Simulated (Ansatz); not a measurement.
`NC(S)[SiH2]Cl` + `O=C=N[SiH3]` → `O=C=N[SiH2]Cl` + `NC([SiH3])S`  (redistribution)

Calculated with Ansatz (gas phase, PBE0-D4/def2-TZVP geometries, no zero-point term in ΔE). CCSD(T)/CBS is the MP2 limit (def2-TZVPP, def2-QZVPP) plus CCSD(T) − MP2 in def2-TZVPP, frozen cores. This one scheme is used for every species. Functionals use def2-TZVPP. One conformer a species, not always the lowest.

```tsv
species	ωB97X-V energy (Eh)
`NC(S)[SiH2]Cl`	-1244.27010
`O=C=N[SiH3]`	-459.38923
`O=C=N[SiH2]Cl`	-918.99577
`NC([SiH3])S`	-784.66538
```

Task: Work out ΔE.

Result: ΔE = (-918.99577) + (-784.66538) − (-1244.27010) − (-459.38923) = -0.00182 Eh = -0.05 eV. CCSD(T)/CBS gives -0.06 eV.

Largest T1 diagnostic among the species: 0.016.
